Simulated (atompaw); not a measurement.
Pseudopotential generation for ruthenium: PAW (atompaw), PBEsol, scalar-relativistic.

- Element: Ru (Z = 44)
- Generator: atompaw 4.2.0.5
- Type: PAW
- Functional: PBEsol
- Relativity: scalar-relativistic
- Frozen core: [Ar] 3d10
- Valence charge: 16
- Reference configuration: 4s2 4p6 4d7.5 5s0.5 5p0
- Partial waves: 4s (bound); 5s (bound); 4p (bound); 5p (bound, empty); 4d (bound); 4d channel at 2.05 Ry; 4f channel at -0.1 Ry; 4f channel at 2 Ry
- Local potential: troulliermartins scheme with l = 4 at 0.5 Ry, radius 1.85 bohr
- Core correction: smooth core density matched at 1.85 bohr
- Augmentation charge: besselshape compensation charge, radius 1.80 bohr; PAW radius 2.40 bohr; waves and projectors: bloechl

Poles of the logarithmic derivatives, all-electron (AE) and pseudo (PS). s: poles at -5.5, 3.3 (AE) and -5.5, 2.8 (PS) Ry. p: poles at -3.2, 4.7 (AE) and -3.2, 4.5 (PS) Ry. d: poles at 0.2 (AE) and 0.2 (PS) Ry. f: poles at 3.8 (AE) and 3.5 (PS) Ry. Test radius 2.42 bohr.

* Cutoffs needed: 50 Ry and 70 Ry (the cutoffs (Ry, on a coarse ladder) from which the occupation-weighted sum of valence levels, in a spherical-Bessel basis at the reference potential, stays within 10 and 1 mRy of its value at 400 Ry)
* Ghost test: no extra level below or beside the all-electron valence levels (s, p, d, f tested) (spherical-Bessel basis up to 400 Ry, 20 bohr box)
* Lowest eigenvalue of the overlap operator: 0.11 (f channel)
* Overlap eigenvalues printed by atompaw (projector basis): 0.175, 0.655, 0.674, 1.13, 2.77, 6.23, 6.92, 22.7
* Share of each valence orbital outside the PAW sphere: 4s 0 %, 5s 78 %, 4p 1 %, 5p 95 %, 4d 19 %
